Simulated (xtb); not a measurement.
C₄H₄O, SMILES c1ccoc1. All values are semi-empirical tight-binding results from xtb (GFN2-xTB unless named), good for trends rather than for accurate numbers. Geometry optimised at GFN2-xTB.

```
Quantity                                       Result
--------------------------------------  -------------
point group as xtb finds it                       C2v
orbital gap                                   4.95 eV
dipole moment                                  0.39 D
zero-point energy                       42.8 kcal/mol
G − E(el) at 298.15 K (modified RRHO)   26.8 kcal/mol
static polarisability (D4 model)           50.0 bohr³
solvation energy, GFN2-xTB/ALPB(water)  -0.1 kcal/mol
solvation energy, GFN2-xTB/ALPB(ether)  -3.6 kcal/mol
```

Computed IR lines (harmonic; lines under 4 % of the strongest left out, lines within 3 cm⁻¹ merged):
ν (cm⁻¹): 606 (w), 781 (m), 830 (w), 846 (w), 1027 (s), 1080 (w), 1170 (s), 1374 (w), 1451 (vs), 3169 (w), 3184 (s), 3193 (m) (against the strongest line: vs over 80 %, s over 45 %, m over 15 %, w over 4 %, vw less)
